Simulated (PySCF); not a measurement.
CH7FN2Si, SMILES CN[Si@H](N)F.

Geometry optimised at r2SCAN-D4/def2-SVP. The structure was generated by enumeration; whether it is a known compound was not checked. Other conformers were not sampled.

Computed with PBE/def2-TZVP (PySCF).

Gas-phase values at a fixed geometry.

Computed frontier levels, gap, dipole moment and polarisability:
```json
{
  "highest_occupied_level": "-5.72 eV",
  "lowest_empty_level": "0.18 eV",
  "orbital_gap": "5.90 eV",
  "dipole_moment": "2.22 D",
  "quadrupole, principal values (traceless, Buckingham form, about the centre of nuclear charge)": "-6.16, -1.70, 7.86 D·Å",
  "mean_static_polarisability": "54.1 bohr³ (8.02 Å³)",
  "polarisability_principal_values": "46.6, 51.1, 64.8 bohr³"
}
```
